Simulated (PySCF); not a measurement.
Basis-set dependence of CdSi at PBE

PySCF, UKS reference; triplet, unpaired electrons π ↑↑; De to Cd + Si without counterpoise correction.

| basis | relativity | functions | Re (Å) | ωe (cm⁻¹) | De (eV) | μ (D) |
| --- | --- | --- | --- | --- | --- | --- |
| def2-SVP | scalar-relativistic core potentials | 49 | 2.563 | 231 | 0.90 | -2.33 |
| def2-SVPD | scalar-relativistic core potentials | 58 | 2.562 | 231 | 0.91 | -2.28 |
| x2c-TZVPPall | spin-free X2C | 121 | 2.553 | 233 | 0.93 | -2.31 |

(1) How does each smaller set differ from the one with most functions, x2c-TZVPPall?

A positive dipole means Cd(−)Si(+). Spin–orbit coupling is left out. The state is the lowest determinant that a PBE0 search found; another state may lie lower at other levels.

Answers

(1) def2-SVP: +1.0 pm, -0.9 % in ωe, -0.03 eV in De; def2-SVPD: +0.9 pm, -0.9 % in ωe, -0.02 eV in De. All at PBE; the set with most functions is neither the basis-set limit nor always the best. The rows treat relativity differently, so the differences are not basis effects alone.
